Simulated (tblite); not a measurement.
Compound: C₇H₁₄GeO.
Numbering: `[CH3:1][C:2](=[O:3])[C@:4]([CH3:5])([GeH3:6])[CH:7]1[CH2:8][CH2:9]1` (hydrogens: H10, H11, H12 on C1; H13, H14, H15 on C5; H16, H17, H18 on Ge6; H19 on C7; H20, H21 on C8; H22, H23 on C9)

Computed with GFN2-xTB (tblite), gas phase: L-BFGS steps from a force-field or distance-geometry start until the largest atomic force falls under 0.01 eV/Å.

At the end of the run (lengths in Å): C4–Ge6 2.021, Ge6–H16 1.490, Ge6–H18 1.508, C8–H20 1.079, C9–H22 1.080, C5–H14 1.090, C8–H21 1.080, C2–C4–Ge6 101.4°, C4–C7–C8 121.1°, C4–C7–C9 121.1°, C1–C2–C4 119.4°, C1–C2–C4–C5 -84°, C2–C4–C7–C8 156°, C4–C7–C8–C9 -110°, H16–Ge6–C4–C2 73°, H10–C1–C2–O3 -132°.

**Question.** These geometries were met on the way; a selection of coordinates is given. Order them by energy above the end point, lowest first.
A. C4–Ge6 1.934, Ge6–H16 1.575, Ge6–H18 1.562, C8–H20 1.122, C9–H22 1.119, C5–H14 1.126, C8–H21 1.113, C2–C4–Ge6 111.3°, C4–C7–C8 112.3°, C4–C7–C9 122.9°, C1–C2–C4 125.2°, C1–C2–C4–C5 179°, C2–C4–C7–C8 180°, C4–C7–C8–C9 -116°, H16–Ge6–C4–C2 10°, H10–C1–C2–O3 -85°
B. C4–Ge6 1.998, Ge6–H16 1.512, Ge6–H18 1.517, C8–H20 1.090, C9–H22 1.059, C5–H14 1.071, C8–H21 1.072, C2–C4–Ge6 110.9°, C4–C7–C8 112.9°, C4–C7–C9 125.3°, C1–C2–C4 122.3°, C1–C2–C4–C5 180°, C2–C4–C7–C8 -179°, C4–C7–C8–C9 -119°, H16–Ge6–C4–C2 9°, H10–C1–C2–O3 -82°
C. C4–Ge6 2.032, Ge6–H16 1.499, Ge6–H18 1.503, C8–H20 1.085, C9–H22 1.082, C5–H14 1.087, C8–H21 1.078, C2–C4–Ge6 108.0°, C4–C7–C8 116.0°, C4–C7–C9 127.8°, C1–C2–C4 120.6°, C1–C2–C4–C5 180°, C2–C4–C7–C8 177°, C4–C7–C8–C9 -120°, H16–Ge6–C4–C2 13°, H10–C1–C2–O3 -83°
D. C4–Ge6 2.034, Ge6–H16 1.504, Ge6–H18 1.506, C8–H20 1.081, C9–H22 1.082, C5–H14 1.088, C8–H21 1.080, C2–C4–Ge6 103.3°, C4–C7–C8 120.9°, C4–C7–C9 127.6°, C1–C2–C4 117.6°, C1–C2–C4–C5 -179°, C2–C4–C7–C8 170°, C4–C7–C8–C9 -118°, H16–Ge6–C4–C2 15°, H10–C1–C2–O3 -87°
E. C4–Ge6 2.027, Ge6–H16 1.492, Ge6–H18 1.497, C8–H20 1.085, C9–H22 1.082, C5–H14 1.088, C8–H21 1.082, C2–C4–Ge6 103.0°, C4–C7–C8 119.9°, C4–C7–C9 124.9°, C1–C2–C4 115.6°, C1–C2–C4–C5 -172°, C2–C4–C7–C8 163°, C4–C7–C8–C9 -116°, H16–Ge6–C4–C2 21°, H10–C1–C2–O3 -93°

**Answer.** E (0.138 eV), D (0.225 eV), C (0.363 eV), B (0.594 eV), A (0.954 eV).

```json
{"step": "44", "E above end (eV)": "0.138", "rms distance from the end, all atoms (Å)": "0.902", "largest force (eV/Å)": "0.132", "rms shift of all bonds from the end (Å)": "0.005"}
{"step": "20", "E above end (eV)": "0.225", "rms distance from the end, all atoms (Å)": "0.944", "largest force (eV/Å)": "0.393", "rms shift of all bonds from the end (Å)": "0.007"}
{"step": "11", "E above end (eV)": "0.363", "rms distance from the end, all atoms (Å)": "0.944", "largest force (eV/Å)": "0.292", "rms shift of all bonds from the end (Å)": "0.008"}
{"step": "2", "E above end (eV)": "0.594", "rms distance from the end, all atoms (Å)": "0.944", "largest force (eV/Å)": "0.789", "rms shift of all bonds from the end (Å)": "0.012"}
{"step": "0", "E above end (eV)": "0.954", "rms distance from the end, all atoms (Å)": "0.946", "largest force (eV/Å)": "2.808", "rms shift of all bonds from the end (Å)": "0.036"}
```

Rows stand in the order of the answer.
